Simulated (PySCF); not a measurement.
# Bond curve of ZnAs

Set-up: PySCF, scalar-relativistic core potentials, basis sets Zn cc-pVDZ-PP with ECP10, As cc-pVDZ-PP with ECP10. Energies in eV from Zn + As in their ground configurations at the same level. State: ⁴Σ⁻ (quartet), unpaired electrons σ ↑, π ↑↑.

All columns are PBE0. A positive dipole means Zn(−)As(+).

| R (Å) | E (eV) | μ (D) | Mulliken charge on Zn (basis-dependent) | HOMO (eV) | LUMO (eV) | Mayer bond order | ⟨S²⟩ |
| --- | --- | --- | --- | --- | --- | --- | --- |
| 2.216 | -0.035 | 0.05 | 0.12 | -5.12 | -3.24 | 1.10 | 3.76 |
| 2.319 | -0.234 | -0.10 | 0.12 | -5.20 | -3.11 | 1.01 | 3.76 |
| 2.422 | -0.331 | -0.22 | 0.12 | -5.29 | -2.99 | 0.93 | 3.76 |
| 2.500 | -0.360 | -0.30 | 0.11 | -5.35 | -2.91 | 0.86 | 3.76 |
| 2.577 | -0.365 | -0.36 | 0.11 | -5.42 | -2.84 | 0.80 | 3.76 |
| 2.654 | -0.354 | -0.40 | 0.10 | -5.48 | -2.78 | 0.73 | 3.76 |
| 2.757 | -0.324 | -0.43 | 0.09 | -5.57 | -2.71 | 0.64 | 3.76 |
| 2.886 | -0.277 | -0.43 | 0.07 | -5.68 | -2.67 | 0.53 | 3.76 |
| 3.041 | -0.220 | -0.40 | 0.05 | -5.81 | -2.70 | 0.42 | 3.76 |
| 3.247 | -0.156 | -0.31 | 0.03 | -5.97 | -2.70 | 0.29 | 3.76 |

A fit through these points gives, at Re = 2.557 Å, μ = -0.34 D and dμ/dR = -0.697 D/Å; the reduced mass is 34.5 u.

How strong is the fundamental in the double-harmonic approximation, I = 42.26·(dμ/dR)²/μred km/mol?

I = 42.26·(-0.697)²/34.5 = 0.595 km/mol at PBE0.

The bond is weak. Basis-set superposition, not corrected here, can be much of De in a small basis, most of all at correlated wavefunction levels. Functionals without a dispersion term scatter widely for such bonds, and LDA overbinds them. Spin–orbit coupling is left out. The state is the lowest determinant that a PBE0 search found; another state may lie lower at other levels.
